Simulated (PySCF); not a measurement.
Species: CH₇O₂PSi₂.
Z-matrix (Å and degrees, PBE0-D3(BJ)/def2-SVP geometry), rows numbered from 1:
```
O 
C   1  1.2034
O   2  1.3397  1  122.86
Si  2  1.9334  1  123.01  3   179.78
Si  4  2.3409  2  105.88  1   -52.22
P   4  2.2643  2  108.87  1  -170.73
H   3  0.9740  2  107.02  1     0.34
H   4  1.4954  2  105.65  1    65.83
H   5  1.4954  4  109.61  2  -176.70
H   5  1.4945  4  108.54  2   -57.86
H   5  1.4923  4  110.34  2    62.45
H   6  1.4287  4   93.80  2   -73.35
H   6  1.4306  4   93.24  2  -167.31
```

Computed, not measured: PySCF 2.14.0, PBE0-D3(BJ)/def2-SVP geometry optimisation, gas phase.

Take the most abundant isotopes and a rigid rotor. The values belong to one conformer with, in the numbering `[O:1]=[C:2]([OH:3])[Si@H:4]([SiH3:5])[PH2:6]`, O1–C2–O3–H 0°, O1–C2–Si4–Si5 -52°, C2–Si4–P6–H -73° and -167°.

(1) Give the principal moments of inertia and the rotational constants in MHz.

(2) Classify the top.

(3) Is it planar, by Δ = Ic − Ia − Ib?

(4) Give the coordinates in the principal-axis frame, origin at the centre of mass.

(5) Predict some low-J microwave lines.

(6) Estimate the classical rotational partition function at 10 K, 100 K and 200 K.

Results:

(1) Ia = 302.54, Ib = 325.66, Ic = 569.99 u·Å²; 505379 MHz·u·Å²/I gives A = 1670, B = 1552, C = 886.6 MHz.

(2) An asymmetric top. Ray's parameter κ = (2B − A − C)/(A − C) = 0.697; −1 is the prolate and +1 the oblate limit.

(3) Not planar: Δ = Ic − Ia − Ib = -58.21 u·Å². For a rigid frame Δ = −2 Σ m c², so Σ m c² = 29.10 u·Å² lies off the ab plane: 9.51 from hydrogen and 19.59 from heavier atoms. The atom farthest from that plane is 2.12 Å away.

(4) The sense of each axis is arbitrary; atoms in the order of the calculation.
| atom | mass (u) | a (Å) | b (Å) | c (Å) |
| --- | --- | --- | --- | --- |
| O1 | 15.995 | 2.327 | -0.929 | 0.179 |
| C2 | 12.000 | 1.572 | -0.002 | 0.043 |
| O3 | 15.995 | 1.934 | 1.153 | -0.531 |
| Si4 | 27.977 | -0.270 | -0.049 | 0.628 |
| Si5 | 27.977 | -1.191 | -1.985 | -0.313 |
| P6 | 30.974 | -1.336 | 1.787 | -0.159 |
| H7 | 1.008 | 2.869 | 1.061 | -0.791 |
| H8 | 1.008 | -0.218 | -0.145 | 2.119 |
| H9 | 1.008 | -2.647 | -2.063 | 0.023 |
| H10 | 1.008 | -1.040 | -1.910 | -1.798 |
| H11 | 1.008 | -0.491 | -3.197 | 0.205 |
| H12 | 1.008 | -0.694 | 2.671 | 0.761 |
| H13 | 1.008 | -2.475 | 1.587 | 0.684 |

(5) The dipole components are |μa| = 0.35 D, |μb| = 1.10 D, |μc| = 0.35 D. Intensities carry the squares of the components, which stand as 0.10 : 1.00 : 0.10 (a : b : c). Some lines, for components of 0.1 D or more:

```tsv
type	branch	J(Ka,Kc)	MHz	lower level (cm⁻¹)
a	Q	3(3,0) ← 3(3,1)	431	0.633
a	Q	2(2,0) ← 2(2,1)	561	0.304
c	Q	3(3,1) ← 3(2,1)	710	0.609
a	Q	4(3,1) ← 4(3,2)	1612	0.979
a	Q	3(2,1) ← 3(2,2)	1828	0.548
b	Q	3(2,1) ← 3(1,2)	1899	0.546
b	Q	2(1,1) ← 2(0,2)	2010	0.225
a	R	1(0,1) ← 0(0,0)	2439	0.000
b	Q	3(3,1) ← 3(2,2)	2538	0.548
b	R	1(1,1) ← 0(0,0)	2557	0.000
c	R	1(1,0) ← 0(0,0)	3222	0.000
b	Q	4(2,2) ← 4(1,3)	3472	0.856
a	Q	3(1,2) ← 3(1,3)	3560	0.427
a	Q	4(1,3) ← 4(1,4)	5041	0.688
a	R	3(0,3) ← 2(0,2)	6049	0.225
c	R	2(2,1) ← 1(1,1)	6563	0.085
b	R	2(2,0) ← 1(1,1)	7124	0.085
b	R	3(1,2) ← 2(2,1)	7245	0.304
b	R	4(1,3) ← 3(2,2)	9224	0.548
a	R	4(1,3) ← 3(1,2)	9295	0.546
b	R	4(2,3) ← 3(1,2)	9303	0.546
c	R	3(3,0) ← 2(2,0)	9723	0.323
a	R	4(3,2) ← 3(3,1)	10363	0.633
a	R	4(2,2) ← 3(2,1)	10869	0.609
b	R	4(3,2) ← 3(2,1)	11073	0.609
c	R	4(2,3) ← 3(1,3)	12863	0.427
b	R	4(3,1) ← 3(2,2)	14512	0.548
b	R	4(2,2) ← 3(1,3)	16327	0.427
```

(6) Point group C1, symmetry number σ = 1; q = (√π/σ)·√((kT/h)³/(ABC)), k/h = 20836.6 MHz/K: 3520 at 10 K, 111000 at 100 K, 315000 at 200 K.

PBE0-D3(BJ)/def2-SVP frequencies: not computed here. No vibrational averaging or centrifugal distortion is included, and the geometry carries the error of its method. A rigid rotor knows nothing of internal rotation, which can split or shift real lines.

The run took 96 s wall on one thread, Arm Neoverse V1 (aarch64), shared host with 32 logical CPUs at a one-minute load of 8.7, and the process peaked at 0.52 GiB of memory. That covers the optimisation of the geometry.
